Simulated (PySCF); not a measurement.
One of the candidates below gave these computed data.

All candidates are C3H12ClNSi4.

| technique | computed result |
| --- | --- |
| Dipole | 3.12 D [PBE0/pcSseg-1] |
| NMR, other nuclei | isotropic shieldings of nuclei other than C and H, by class: 270 (1 N), 376 (1 Si), 383 (1 Si), 429 (1 Si), 450 (1 Si), 969 (1 Cl) ppm [GIAO PBE0/pcSseg-1] |
| Rotational structure | rotational constants A, B, C: 0.941, 0.405, 0.384 GHz [GFN2-xTB] |
| 1H NMR | chemical shifts (computed TMS as zero) by class: 5.30 (1 H), 4.06 (1 H), 4.01 (1 H), 3.82 (3 H), 2.45 (1 H), 0.29 (3 H), -0.38 (2 H) ppm [GIAO PBE0/pcSseg-1] |
| 13C NMR | chemical shifts (computed TMS as zero) by class: 108.1 (1 C), 91.8 (1 C), -9.0 (1 C) ppm [GIAO PBE0/pcSseg-1] |

Electronic properties: PySCF, gas phase, density fitting. Levels stand in brackets. The structure is a single GFN2-xTB conformer in the gas phase; no vibrational or solvent corrections. NMR values are class means; diastereotopic atoms form classes of their own.

Problem. Which candidate is it?
A. `C#C[Si@@]([SiH3])(Cl)[Si@H](N)[SiH2]C`
B. `C#C[Si@@H](Cl)[Si@@H](N)[Si@@H](C)[SiH3]`
C. `C[Si@@H](Cl)C#C[SiH2]N([SiH3])[SiH3]`
D. `CC#C[SiH2][Si@H](Cl)N([SiH3])[SiH3]`

Solution. A. It is `C#C[Si@@]([SiH3])(Cl)[Si@H](N)[SiH2]C`. Numbering: `[CH:1]#[C:2][Si@@:3]([SiH3:4])([Cl:5])[Si@H:6]([NH2:7])[SiH2:8][CH3:9]`. Its formula, C3H12ClNSi4, gives 2 degrees of unsaturation: 0 rings and 2 π bonds in the structure found. 3 carbons fall into 3 classes; from least to most shielded: terminal alkyne carbon [C1] (108.1 ppm), alkyne carbon [C2] (91.8 ppm), Si-methyl carbon [C9] (-9.0 ppm). Hydrogen classes from least to most shielded: 1 H on an SiH silicon, Si6 (5.30 ppm), 1 H on an SiH2 silicon, Si8 (4.06 ppm), 1 H on an SiH2 silicon, Si8 (4.01 ppm), 3 H on an SiH3 silicon, Si4 (3.82 ppm), 1 H on a terminal alkyne carbon, C1 (2.45 ppm), 3 H on an Si-methyl carbon, C9 (0.29 ppm), 2 H on a silicon-bound nitrogen, N7 (-0.38 ppm). The other shieldings belong to: 270 ppm, silicon-bound nitrogen [N7]; 376 ppm, chlorine-bound silicon [Si3]; 383 ppm, SiH silicon [Si6]; 429 ppm, SiH2 silicon [Si8]; 450 ppm, SiH3 silicon [Si4]; 969 ppm, silicon-bound chlorine [Cl5]. The optimised geometry has point group C1 and is an asymmetric top.

The others, at the same levels:
- `C[Si@@H](Cl)C#C[SiH2]N([SiH3])[SiH3]` fails: its computed 13C shifts are 120.9 (1 C), 117.4 (1 C), 4.6 (1 C) ppm, 1H shifts are 5.33 (1 H), 5.09 (1 H), 5.05 (1 H), 4.88 (6 H), 0.60 (3 H) ppm and rotational constant A is 1.498 GHz (against 0.941 GHz).
- `C#C[Si@@H](Cl)[Si@@H](N)[Si@@H](C)[SiH3]` fails: its computed 1H shifts are 5.86 (1 H), 5.35 (1 H), 4.13 (1 H), 3.50 (3 H), 2.33 (1 H), 0.32 (3 H), -0.40 (2 H) ppm, smallest rotational constant is 0.352 GHz (against 0.384 GHz) and dipole moment is 1.46 D (against 3.12 D).
- `CC#C[SiH2][Si@H](Cl)N([SiH3])[SiH3]` fails: its computed 13C shifts are 117.9 (1 C), 76.3 (1 C), 6.3 (1 C) ppm, 1H shifts are 5.80 (1 H), 4.72 (6 H), 4.51 (1 H), 4.44 (1 H), 2.09 (3 H) ppm and smallest rotational constant is 0.327 GHz (against 0.384 GHz).

Each candidate is one conformer, not necessarily the lowest. The conformers computed, where there is a choice (atom-mapped SMILES and torsion angles):
- `[CH:1]#[C:2][Si@@:3]([SiH3:4])([Cl:5])[Si@H:6]([NH2:7])[SiH2:8][CH3:9]`: C2–Si3–Si6–N7 64°, Si3–Si6–Si8–C9 -147°, H–N7–Si6–Si3 -58°, H–N7–Si6–Si3 167°
- `[CH3:1][Si@@H:2]([Cl:3])[C:4]#[C:5][SiH2:6][N:7]([SiH3:8])[SiH3:9]`: C5–Si6–N7–Si8 150°
- `[CH:1]#[C:2][Si@@H:3]([Cl:4])[Si@@H:5]([NH2:6])[Si@@H:7]([CH3:8])[SiH3:9]`: C2–Si3–Si5–N6 168°, Si3–Si5–Si7–C8 35°, H–N6–Si5–Si3 -163°, H–N6–Si5–Si3 61°
- `[CH3:1][C:2]#[C:3][SiH2:4][Si@H:5]([Cl:6])[N:7]([SiH3:8])[SiH3:9]`: C3–Si4–Si5–Cl6 -123°, Si4–Si5–N7–Si8 -122°
